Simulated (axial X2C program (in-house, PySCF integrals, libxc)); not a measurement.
**Potential curves of NaGe⁺, two-component**

Calculated with an in-house all-electron X2C program for linear molecules (integrals from PySCF). Two-component (2c) means X2C with spin–orbit coupling and atomic mean-field two-electron Coulomb and Gaunt terms. Basis: Ge dyall-cv3z [9s9p7d4f1g], Na dyall-cv3z [9s8p5d2f] (cores contracted in-house); Gaussian nuclei, density fitting, unrestricted open shells. Masses: Ge 73.921 u, Na 22.990 u.

State: Ω = 2 (⟨Sz⟩ = 1.00, ⟨Lz⟩ = 1.00 at PBE0). Energies in eV from the lowest point of each curve. Fits are polynomials in 1 − R0/R over 0.85 to 1.23 times the lowest point R0.

| R (Å) | PBE0 | CCSD | HF |
| --- | --- | --- | --- |
| 2.7762 | 0.1187 |  | 0.1658 |
| 2.9038 | 0.0483 | 0.0741 | 0.0765 |
| 2.9995 | 0.0182 | 0.0342 | 0.0358 |
| 3.0953 | 0.0035 | 0.0109 | 0.0117 |
| 3.1910 | 0.0000 | 0.0003 | 0.0007 |
| 3.3027 | 0.0062 | 0.0000 | 0.0000 |
| 3.4144 | 0.0213 | 0.0092 | 0.0090 |
| 3.5580 | 0.0483 | 0.0304 | 0.0303 |
| 3.7335 | 0.0893 |  | 0.0653 |
| 3.9887 | 0.1538 |  | 0.1235 |

Correlated methods: 4 electrons correlated (number of frozen shells: Ge 3 s, 2 p, 1 d; Na 2 s, 1 p), 258 virtual spin orbitals or spinors in MP2, 51 natural virtuals in coupled cluster.

The state is one determinant whose occupation by symmetry is held fixed; it was picked as the lowest of a PBE0 search that is not exhaustive. Density functionals use the spin component along the axis (collinear). CCSD ran in a truncated set of natural virtual spinors with an MP2 remainder; without triples it tends to underbind. PBE0 can misorder states that lie within some tenths of an eV, so this need not be the ground state of the molecule. The nearest other 2c determinant of the search, Ω = 1, lies 0.18 eV up at the distance of the search. Without a current term, density functionals place determinants with orbital angular momentum somewhat too high. With several unpaired electrons one determinant need not be a pure state. Open-shell Ω = 0 determinants with evenly filled partner blocks cannot be reached by this program, so the Ω shown need not be the lowest component. With the outer-core shells frozen, correlated bond lengths of heavy atoms tend to come out a few hundredths of an ångström too long. Coupled cluster ran on the points near the minimum only. MP2 and coupled cluster on one determinant become unreliable at the stretched end.

(1) What are Re and ωe at the PBE0 level?

(2) What are Re and ωe at the CCSD level?

(3) Fit the HF curve near its minimum: give the equilibrium distance and the harmonic wavenumber.

## Answers

(1) At PBE0, 2c: Re = 3.178 Å, ωe ≈ 122 cm⁻¹; Be follows as 0.0952 cm⁻¹.

(2) At CCSD, 2c: Re = 3.248 Å, ωe ≈ 117 cm⁻¹; Be follows as 0.0911 cm⁻¹.

(3) At HF, 2c: Re = 3.252 Å, ωe ≈ 118 cm⁻¹; Be follows as 0.0909 cm⁻¹.
